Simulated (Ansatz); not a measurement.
Wavefunction ladder for C₅H₁₂BrGa, SMILES `C[CH2][Ga]([Br])[CH](C)C`

```xyz
19

C     2.0374   -2.5865   -0.2730
C     1.6487   -1.1975    0.2124
Ga    0.0126   -0.4336   -0.5780
Br   -1.0369   -1.7824   -2.1574
C    -0.8813    1.3078   -0.2688
C    -0.2915    2.0363    0.9340
C    -2.3958    1.1703   -0.1681
H     1.2529   -3.3185   -0.0691
H     2.2073   -2.6028   -1.3516
H     2.9528   -2.9374    0.2127
H     2.4515   -0.4748    0.0230
H     1.5037   -1.1849    1.2992
H    -0.6518    1.8857   -1.1744
H     0.7896    2.1767    0.8496
H    -0.4785    1.4924    1.8652
H    -0.7422    3.0288    1.0496
H    -2.6898    0.6014    0.7195
H    -2.8195    0.6638   -1.0376
H    -2.8693    2.1555   -0.0874
```

Total charge 0; spin multiplicity 1. Correlated methods freeze the filled d shell of Ga, Br. Scalar relativity is left out up to krypton. Geometry: relaxed with PBE0-D4/def2-TZVP. It is one conformer, not always the lowest. Frozen core, restricted reference, Ansatz 0.2.0.

| basis | HF (Eh) | MP2 corr. |
| --- | --- | --- |
| def2-SVP | -4691.35414 | -0.90509 |
| def2-TZVPP | -4692.13036 | -1.11725 |
| def2-QZVPP | -4692.22852 | -1.19434 |

Question: Estimate the CCSD correlation energy and the (T) correction in each basis where they were run (hartree).

Answer: 
```json
{"basis": "def2-SVP", "CCSD corr.": "-0.99080", "(T)": "-0.02948"}
{"basis": "def2-TZVPP", "CCSD corr.": "-1.19348", "(T)": "-0.04792"}
```
